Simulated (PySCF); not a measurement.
**A PySCF run on RhI**

State: ³Δ (triplet), unpaired electrons σ ↑, δ ↑.

An equivalent input (the run itself took its basis sets from the Basis Set Exchange, started from a PBE0 density and held the occupation σ 8α 7β, πx 5α 5β, πy 5α 5β, δx 2α 1β, δy 2α 2β):

```python
from pyscf import gto, dft
mol = gto.M(atom='Rh 0 0 0; I 0 0 2.559', basis={'Rh': 'def2-TZVPP', 'I': 'def2-TZVPP'}, ecp={'Rh': 'def2-TZVPP', 'I': 'def2-TZVPP'},
            charge=0, spin=2, verbose=4, symmetry='C2v')
mf = dft.UKS(mol, xc='TPSSH')
mf.grids.atom_grid = (80, 434)
mf.grids.prune = dft.gen_grid.treutler_prune
mf.irrep_nelec = {'A1': (10, 8), 'A2': (2, 2), 'B1': (5, 5), 'B2': (5, 5)}
mf.conv_tol = 1e-9
mf.max_cycle = 60
mf.diis_space = 10
mf.kernel()
```

The log (some set-up lines and the per-cycle HOMO/LUMO lines removed):

```
******** <class 'pyscf.dft.uks_symm.SymAdaptedUKS'> ********
method = SymAdaptedUKS
damping factor = 0
level_shift factor = 0
DIIS = <class 'pyscf.scf.diis.CDIIS'>
diis_start_cycle = 1
diis_space = 10
diis_damp = 0
SCF conv_tol = 1e-09
SCF conv_tol_grad = None
SCF max_cycles = 60
number electrons alpha = 22  beta = 20
Set gradient conv threshold to 3.16228e-05
init E= -408.144359465084
cycle= 1 E= -408.144681900566  delta_E= -0.000322  |g|= 0.0227  |ddm|= 0.072
cycle= 2 E= -408.144484878359  delta_E= 0.000197  |g|= 0.0326  |ddm|= 0.046
cycle= 3 E= -408.14482578738  delta_E= -0.000341  |g|= 0.00727  |ddm|= 0.0266
cycle= 4 E= -408.14484832945  delta_E= -2.25e-05  |g|= 0.00137  |ddm|= 0.00926
cycle= 5 E= -408.144849675151  delta_E= -1.35e-06  |g|= 0.000257  |ddm|= 0.00206
cycle= 6 E= -408.144849783003  delta_E= -1.08e-07  |g|= 0.000124  |ddm|= 0.000938
cycle= 7 E= -408.144849790789  delta_E= -7.79e-09  |g|= 3.87e-05  |ddm|= 0.000199
cycle= 8 E= -408.144849791384  delta_E= -5.95e-10  |g|= 1.86e-05  |ddm|= 4.62e-05
Extra cycle  E= -408.144849791036  delta_E= 3.47e-10  |g|= 3.33e-05  |ddm|= 6.08e-05
converged SCF energy = -408.144849791036  <S^2> = 2.0075162  2S+1 = 3.0050066
```

Repeating this along the bond gives Re = 2.555 Å and ωe = 213 cm⁻¹.

A point of this curve took 5.2 CPU seconds beside 1.3 for the integrals, on Arm Neoverse V1 (shared host).

Spin–orbit coupling is left out. With d or f electrons several states lie close, and the lowest PBE0 determinant need not be the measured ground state.
